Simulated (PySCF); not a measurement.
# Deuteron quadrupole couplings in `N#CC#C[C@@H]1C=C[C@H](F)[SiH2]1`

Species: C7H6FNSi.
Cartesian coordinates in Å at the GFN2-xTB level; atoms count from 1:
```
atom  x, y, z in Å
N1     5.1659   -0.3136    0.8413
C2     4.0605   -0.3688    0.5285
C3     2.7548   -0.4320    0.1554
C4     1.6003   -0.5082   -0.1978
C5     0.2242   -0.5532   -0.5869
C6    -0.2453    0.7892   -1.0960
C7    -1.3940    1.2737   -0.6583
C8    -2.1831    0.4605    0.3231
F9    -2.5854    1.2466    1.3974
Si10  -0.9948   -0.9591    0.8618
H11    0.1279   -1.2957   -1.3888
H12    0.3769    1.3052   -1.8114
H13   -1.7929    2.2267   -0.9690
H14   -3.1192    0.1161   -0.1351
H15   -1.5835   -2.2881    0.7055
H16   -0.4201   -0.6904    2.1731
```

Level: PBE0/pcSseg-1 (PySCF, non-relativistic); Q(2H) = 0.00286 b; rigid geometry, the same for H and D, with no vibrational averaging.

Task: Rank these positions by the coupling χzz of a deuteron there, largest first.
A. H11 (methine hydrogen)
B. H15 (Si–H hydrogen)
C. H13 (vinylic hydrogen)
D. H14 (methine hydrogen)

Result: C (222 kHz), A (199 kHz), D (194 kHz), B (109 kHz).

Task: What are Vzz, η and χzz (234.96 MHz × Q × Vzz) at all hydrogens?

Result: 
```tsv
atom	bonded to	bond length (Å)	Vzz (au)	η	χzz (kHz)
H11	C5	1.097	0.2966	0.04	199
H12	C6	1.079	0.3263	0.06	219
H13	C7	1.079	0.3298	0.05	222
H14	C8	1.098	0.2880	0.08	194
H15	Si10	1.462	0.1615	0.01	109
H16	Si10	1.457	0.1647	0.02	111
```

Task: Average by the element that carries the hydrogen.

Result: on C: 208 kHz over 4 positions, mean bond length 1.088 Å; on Si: 110 kHz over 2 positions, mean bond length 1.459 Å.

One conformer (not necessarily the lowest) at the GFN2-xTB geometry, without solvent, vibrations or thermal averaging. GFN2-xTB bond lengths can be off by several hundredths of an ångström, more for odd bonds, and the gradients follow them. These gradients aren't converged with respect to the basis.
